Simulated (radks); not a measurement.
The numbers below are computed, except where a source is named.
Problem. Orbital eigenvalues (eV) of the scandium ion Sc+, [Ar] 3d1 4s1, of relativity; Dirac values are averaged over j with weights 2j + 1. Spin-unpolarised spherical Kohn-Sham, PBE, point nucleus unless stated (finite: rms radius 3.5459 fm), a radial shooting solver on a logarithmic mesh with Libxc functionals. A level marked "c x" has the speed of light scaled by that factor and shares open shells by 2j + 1; other Dirac levels either fill j = l - 1/2 first or share by 2j + 1.

shell  non-rel.
1s      -4377.9
2s      -476.54
2p      -394.72
3s      -61.410
3p      -40.586
3d      -10.097
4s      -9.6698

Give the values at the level "Dirac, c x 1.5".

Solution. 
shell  Dirac, c x 1.5  change of magnitude (%)
1s            -4389.3                    +0.26
2s            -478.61                    +0.43
2p            -394.93                    +0.05
3s            -61.683                    +0.44
3p            -40.599                    +0.03
3d            -10.040                    -0.57
4s            -9.6950                    +0.26
